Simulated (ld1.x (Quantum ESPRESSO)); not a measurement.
**Configuration tests for Te (TM)**

tellurium, norm-conserving Troullier–Martins (Kleinman–Bylander form), made with ld1.x (Quantum ESPRESSO) 7.5 (LDA (PZ), fully relativistic). Core [Kr] 4d10, reference 5s2 5p4. Waves: 5p (bound): rc 2.40 bohr; 5s (bound): rc 1.80 bohr. Local part: the s channel. Core correction: a·sin(br)/r model core inside 1.70 bohr.

Open shells are filled in proportion to 2j + 1 (rel_dist='average').

Energies are relative to the spin-unpolarised reference configuration 5s2 5p4; without spin polarisation the order of configurations can differ from experiment.

Q: Give the all-electron excitation energy and the error of the potential for: 5s2 5p3; 5s2 5p2; 5s2 5p1; 5s1 5p5; 5s2 5p4.3; 5s1 5p4; 5s2 5p0.

A:

| valence configuration | charge | ΔE all-electron (eV) | error AE − PS (meV) |
| --- | --- | --- | --- |
| 5s2 5p3 | +1 | 9.938 | -1.4 |
| 5s2 5p2 | +2 | 28.137 | -15 |
| 5s2 5p1 | +3 | 55.399 | -63 |
| 5s1 5p5 | 0 | 9.316 | -4.7 |
| 5s2 5p4.3 | -0.3 | -1.523 | 0.0 |
| 5s1 5p4 | +1 | 19.830 | -10 |
| 5s2 5p0 | +4 | 92.342 | -188 |

Levels in the configuration 5s2 5p4.3:

| level | all-electron (eV) | pseudo (eV) |
| --- | --- | --- |
| 5s j=1/2 | -13.078 | -13.078 |
| 5p j=1/2 | -4.555 | -4.555 |
| 5p j=3/2 | -3.774 | -3.774 |
